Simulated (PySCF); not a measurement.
B(All)(F)(OH) (C3H6BFO), SMILES C(B(F)O)C=C. Atoms are numbered in the order given.

```xyz
12

B      0.5156     0.5460     0.6668
C      0.3199    -0.9452     0.1554
C     -0.9638    -1.1232    -0.6007
C     -1.1203    -0.9486    -1.9194
H      0.3928    -1.6379     1.0096
H      1.1902    -1.1604    -0.4934
H     -1.8521    -1.3491     0.0034
H     -0.2686    -0.7286    -2.5730
H     -2.0987    -1.0452    -2.3974
F      1.3803     0.7990     1.6502
O     -0.1307     1.5983     0.1287
H     -0.7333     1.3153    -0.5764
```

The structure is a stationary point at B3LYP-D3(BJ)/def2-SVP. This is a generated structure with no PubChem entry under its InChIKey; it may be hypothetical. The values are those of a single conformer.

These are PySCF with PBE/def2-TZVP values and carry that method's errors.

The molecule is in vacuum.

```json
{
 "total_energy": "-317.70165 hartree",
 "highest_occupied_level": "-6.57 eV",
 "lowest_empty_level": "-1.28 eV",
 "orbital_gap": "5.29 eV",
 "dipole_moment": "2.35 D",
 "quadrupole, principal values (traceless, Buckingham form, about the centre of nuclear charge)": "-7.90, 2.65, 5.25 D·Å",
 "mean_static_polarisability": "54.9 bohr³ (8.13 Å³)",
 "polarisability_principal_values": "45.9, 49.8, 69.0 bohr³"
}
```
